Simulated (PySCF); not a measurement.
Compound: C7H5NO.
Atom-mapped SMILES: `[N:1]#[C:2][O:3][c:4]1[cH:5][cH:6][cH:7][cH:8][cH:9]1`

NICS = −σ at a ghost point: NICS(0) at the centroid of the ring atoms, NICS(1) 1 Å to either side along the normal of their mean plane, zz for the tensor component along that normal. Level: GIAO PBE0/pcSseg-1 (PySCF, non-relativistic, gas phase) on the GFN2-xTB geometry, one conformer.

Ring bond lengths (Å), with Mayer bond orders in brackets: C4–C5 1.387 (1.41), C5–C6 1.383 (1.45), C6–C7 1.386 (1.43), C7–C8 1.384 (1.44), C8–C9 1.384 (1.44), C9–C4 1.386 (1.41).

Question: Give the NICS values of each ring in ppm.

Answer: 
```json
{"ring": "C4–C5–C6–C7–C8–C9", "type": "6-membered carbocycle; formal bonds all aromatic", "NICS(0)": "-10.2", "NICS(1), two faces": "-11.6 / -11.6", "NICS(1)zz, two faces": "-28.6 / -28.6", "rms pucker (Å)": "0.00", "centre to ring atoms, mean (Å)": "1.38"}
```

Question: What do they say, and how far can they be read as aromaticity?

Answer: 
- C4–C5–C6–C7–C8–C9: mean NICS(1)zz -28.6 ppm, shielded, aromatic by this magnetic criterion (flat ring, no four-coordinate atom).

Question: And the bond-length index? Use HOMA with the parameters of Krygowski (1993).

Answer: 
- C4–C5–C6–C7–C8–C9: HOMA 1.00 = 1 − EN − GEO, with mean bond length 1.385 Å, EN = α(Ropt − mean)² = 0.002 and GEO = α × variance = 0.001. The geometric and the magnetic index point the same way.

Question: What is the mean of the two in-plane components of NICS at the first NICS(1) probe listed for ring C4–C5–C6–C7–C8–C9, 1 Å off the ring?

Answer: The isotropic value is a third of the trace: (3 × -11.6 − (-28.6))/2 = -3.1 ppm.

Shape of the structure used: `[N:1]#[C:2][O:3][c:4]1[cH:5][cH:6][cH:7][cH:8][cH:9]1`: C2–O3–C4–C5 180°.
